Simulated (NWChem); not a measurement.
Species: GeH₂OCl₂; SMILES [GeH]([OH])([Cl])[Cl]

```xyz
6

Ge    -0.3494     0.3315     0.0000
O     -1.8640    -0.5962     0.0000
Cl     0.8390    -0.1793     1.7400
Cl     0.8390    -0.1793    -1.7400
H     -0.7368     1.8179     0.0000
H     -1.6976    -1.5587     0.0000
```
Atoms are numbered in this order, from 1.

Program: NWChem. Geometry: optimised at PBE-D3(BJ)/def2-SVP.

Task: Taking PBE/pcseg-2 as the yardstick, which of these has the fewest basis functions while keeping “dipole (D)” within 0.05 D of it: PBE/STO-3G; PBE/aug-pcseg-1; PBE/pcseg-1; PBE/def2-SVP?

Result: PBE/def2-SVP.
```
level            basis functions  dipole (D)
---------------  ---------------  ----------
PBE/STO-3G                    43        2.23
PBE/pcseg-1                   87        0.81
PBE/def2-SVP                  92        0.69
PBE/aug-pcseg-1              131        0.66
PBE/pcseg-2                  169        0.65
```

The yardstick is one finite set, not the basis-set limit.
